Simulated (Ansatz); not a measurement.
A nudged elastic band was laid between two geometries of H3P + H6OSi2 (13 atoms, charge 0, multiplicity 1).

Method: RKS r2SCANh/def2-SVP (Ansatz).

| Property | Result |
| --- | --- |
| movable images | 7 |
| climbing image | yes |
| spring | 5.0 eV/Å² |
| optimiser | quadratic models (default) |
| start path | through a guess of the saddle point |
| force threshold | 0.05 eV/Å |
| iteration limit | 60 |
| end points | relaxed |

Initial state:

```xyz
13
Properties=species:S:1:pos:R:3
Si -0.267 0.007 -0.065
H -0.772 -0.461 1.259
H 1.107 0.553 0.092
O -1.243 1.202 -0.654
Si -2.708 1.744 -1.192
H -3.751 1.544 -0.143
H -2.594 3.193 -1.505
H -3.113 1.002 -2.421
H -0.240 -1.148 -1.009
P 2.154 -2.850 1.378
H 0.744 -2.993 1.214
H 2.328 -2.294 0.076
H 2.030 -1.569 1.993
```

Final state:

```xyz
13
Properties=species:S:1:pos:R:3
Si 0.454 -0.538 -0.962
H -0.925 0.030 2.310
H 1.399 0.496 -1.480
O -0.893 0.178 -0.310
Si -2.163 1.210 -0.586
H -3.177 1.003 0.481
H -1.690 2.623 -0.561
H -2.774 0.927 -1.918
H 0.041 -1.413 -2.099
P 1.502 -1.656 0.694
H 0.599 -2.760 0.645
H 2.411 -2.249 -0.235
H -1.109 0.081 3.044
```

(1) What changes between the two ends?

(2) What energy profile does the band end with?

(3) What is the geometry of the highest image?

## Answers

(1) Bonds broken: Si1–H2, P10–H13. Bonds formed: Si1–P10, H2–H13. H3P + H6OSi2 becomes H2 + H7OPSi2.

(2) It converged. The highest image is number 4 of 0 to 8, 2.51 eV above the first end and 2.45 eV above the last; the last end lies 0.06 eV above the first. Neighbouring images differ by up to 1.9 eV, so the band resolves the path poorly. A vibrational analysis at the climbing image gives one clearly imaginary mode, 1047i cm⁻¹: a first-order saddle point. The orbitals stay closed-shell, which can raise the energy where a bond breaks towards radicals; this wasn't checked here.

| image | path coordinate (Å) | energy (eV) | Si1–H2 (Å) | P10–H13 (Å) | Si1–P10 (Å) |
| --- | --- | --- | --- | --- | --- |
| 0 | 0.00 | 0.00 | 1.49 | 1.43 | 4.01 |
| 1 | 0.89 | 0.01 | 1.49 | 1.43 | 3.97 |
| 2 | 1.78 | 0.07 | 1.49 | 1.43 | 3.69 |
| 3 | 2.67 | 0.59 | 1.51 | 1.47 | 3.15 |
| 4 | 3.56 | 2.51 | 1.74 | 1.93 | 2.66 |
| 5 | 4.66 | 1.06 | 2.45 | 2.28 | 2.35 |
| 6 | 5.77 | 0.21 | 3.08 | 2.71 | 2.27 |
| 7 | 6.88 | 0.07 | 3.43 | 3.62 | 2.26 |
| 8 | 7.98 | 0.06 | 3.60 | 3.92 | 2.26 |

(3) 
```xyz
13
Properties=species:S:1:pos:R:3
Si 0.213 -0.201 -0.131
H -0.393 0.005 1.488
H 1.539 0.442 -0.188
O -0.836 1.058 -0.477
Si -2.395 1.434 -0.906
H -3.332 1.059 0.193
H -2.484 2.897 -1.149
H -2.790 0.698 -2.141
H -0.296 -1.264 -1.032
P 1.485 -2.138 1.169
H 0.533 -3.126 0.780
H 2.214 -2.216 -0.053
H 0.219 -0.716 1.470
```

The run took 8.6 min on 4 threads of Arm Neoverse V1, on a shared host, peak memory 0.32 GiB.
